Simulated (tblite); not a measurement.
Compound: C3H10OSi2.
SMILES with atom numbers: `[CH3:1][Si@@H:2]1[CH2:3][CH2:4][SiH2:5][O:6]1` (hydrogens: H7, H8, H9 on C1; H10 on Si2; H11, H12 on C3; H13, H14 on C4; H15, H16 on Si5)

A start from a force field or distance geometry was refined with tblite 0.8.0, GFN2-xTB geometry optimisation, gas phase. Values at the start:

```csv
coordinate,start
C1–Si2,1.865 Å
C1–H7,1.114 Å
Si2–C3,1.870 Å
Si2–O6,1.716 Å
Si2–H10,1.470 Å
C3–C4,1.511 Å
C3–H11,1.108 Å
C3–H12,1.097 Å
C4–Si5,1.859 Å
C4–H13,1.119 Å
C4–H14,1.109 Å
Si5–O6,1.721 Å
Si5–H15,1.467 Å
Si5–H16,1.471 Å
C1–Si2–C3,112.4°
C1–Si2–O6,113.4°
Si2–C3–C4,103.7°
Si2–O6–Si5,98.6°
C3–Si2–O6,99.8°
C3–C4–Si5,107.9°
C4–Si5–O6,103.4°
C1–Si2–C3–C4,-166°
C1–Si2–O6–Si5,169°
C3–C4–Si5–O6,10°
C4–Si5–O6–Si2,-38°
```

How do these coordinates change at the GFN2-xTB level?

```
   coordinate  GFN2-xTB (Å or °)  change
       Si5–O6              1.638  -0.083
       Si2–O6              1.644  -0.072
       C4–Si5              1.908  +0.049
       Si2–C3              1.910  +0.040
        C1–H7              1.085  -0.029
       C4–H13              1.092  -0.027
        C3–C4              1.537  +0.026
       C1–Si2              1.890  +0.025
       C4–H14              1.090  -0.019
       C3–H11              1.092  -0.016
      Si5–H16              1.457  -0.014
       C3–H12              1.090  -0.007
      Si5–H15              1.461  -0.006
      Si2–H10              1.466  -0.004
   Si2–O6–Si5              119.7   +21.1
    C4–Si5–O6               98.6    -4.8
    C1–Si2–O6              109.5    -3.9
    Si2–C3–C4              107.1    +3.4
    C1–Si2–C3              115.1    +2.7
    C3–Si2–O6               98.3    -1.5
    C3–C4–Si5              107.5    -0.4
C4–Si5–O6–Si2                  6     +44
C1–Si2–O6–Si5                130     -39
 C3–C4–Si5–O6                -23     -33
 C1–Si2–C3–C4               -142     +24
```

The energy falls by 0.777 eV over 84 L-BFGS steps, the largest force on an atom goes from 2.58 to 0.009 eV/Å, and the atoms move by 0.535 Å rms after alignment. The bond that changes most is Si5–O6 (oxygen-bound silicon to siloxane oxygen), which shortens by 0.083 Å. Bonds longer at the end by more than 0.005 Å: 4 of 16; shorter: 11. Among the dihedrals that turn most is H15–Si5–O6–Si2, from -160° to -113°. Rotational constants go from 4329, 1848, 1432 to 4057, 1809, 1420 MHz.

Hardware: Arm Neoverse V2, one thread, shared host. Cost: 0.49 s of wall time.

Its GFN2-xTB frequencies are all real (lowest 83 cm⁻¹). The numbers are those of one conformer.

All values are computed, not measured.
